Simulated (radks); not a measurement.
Results of a calculation; reference values are marked as such.
Question: These are the eigenvalues of the occupied orbitals of an atom or ion with whole-number occupations (hartree). Code: a radial shooting solver on a logarithmic mesh with Libxc functionals. Model: non-relativistic Kohn-Sham, PBEsol, spin-unpolarised, spherical densities, point nucleus.

1s: -257.4537
2s: -32.47329
2p: -28.43239
3s: -5.99199
3p: -4.78259
3d: -2.78808
4d: -1.00826

Which element is it, and in what charge state? The configuration may be excited.

Answer: Z = 26, iron, charge +4: Fe4+ in [Ne] 3s1 3p6 3d4 4d1. The list shows which subshells hold electrons but not how many an open one holds; the 1s level, -257.45 hartree, gives Z - s = 22.7 by -(Z - s)^2/2, which with screening narrows Z to a few neighbours, and the depths of the outer levels then fix element, charge and occupations together.
